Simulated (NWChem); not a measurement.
A series in which one site is exchanged, each optimised at PBE0/def2-SVP with NWChem, gas phase unless a solvent is named. Some are not confirmed as minima by frequencies. def2 effective core potentials on Zr, Hf; no spin-orbit coupling.

A: F[SiH3] (SiH3F; site = Si)
B: [F][HfH3] (HfH3F; site = Hf)
C: [F][ZrH3] (ZrH3F; site = Zr)
D: [F][TiH3] (TiH$_{3}$F; site = Ti)

Problem. Rank them by static polarisability, PBE0/def2-SVPD (bohr³), lowest first.

Solution. A (28.7), D (43.3), B (46.7), C (48.9)
